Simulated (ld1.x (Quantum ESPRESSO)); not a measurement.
## u(r) = r·R(r): atom against pseudo-atom (helium (He))

Columns: radius, all-electron u(r) and pseudo u(r) of the 1s shell (level -39.13 eV) of helium in the configuration 1s1; PBE, non-relativistic, PAW scheme, ld1.x (Quantum ESPRESSO) 7.5.

```tsv
r (bohr)	all-electron	pseudo
0.042	0.2140	0.1371
0.085	0.3969	0.2743
0.128	0.5478	0.4051
0.170	0.6683	0.5242
0.212	0.7657	0.6322
0.255	0.8446	0.7298
0.298	0.9054	0.8127
0.340	0.9497	0.8790
0.382	0.9813	0.9308
0.425	1.0023	0.9692
0.467	1.0133	0.9935
0.510	1.0165	1.0063
0.552	1.0128	1.0087
0.595	1.0033	1.0024
0.638	0.9889	0.9893
0.680	0.9711	0.9716
0.722	0.9501	0.9503
0.765	0.9261	0.9261
0.807	0.9006	0.9006
0.850	0.8730	0.8730
0.892	0.8450	0.8450
0.935	0.8155	0.8155
0.977	0.7863	0.7863
1.020	0.7562	0.7562
1.062	0.7268	0.7268
1.105	0.6969	0.6969
```

(1) How many radial nodes do the two functions have?

(2) At about which radius was the pseudo-wave matched?

(3) Is the pseudo-wave norm-conserving?

Answers

(1) The all-electron 1s function has n − l − 1 = 0; the pseudo-wave has 0.

(2) 0.80 bohr. The columns agree to 0.0005 from 0.72 bohr on; several derivatives are matched, so the curves merge somewhat inside the radius.

(3) No, it belongs to a PAW set: the norm inside the radius is not constrained, and the difference is carried by the augmentation charge.
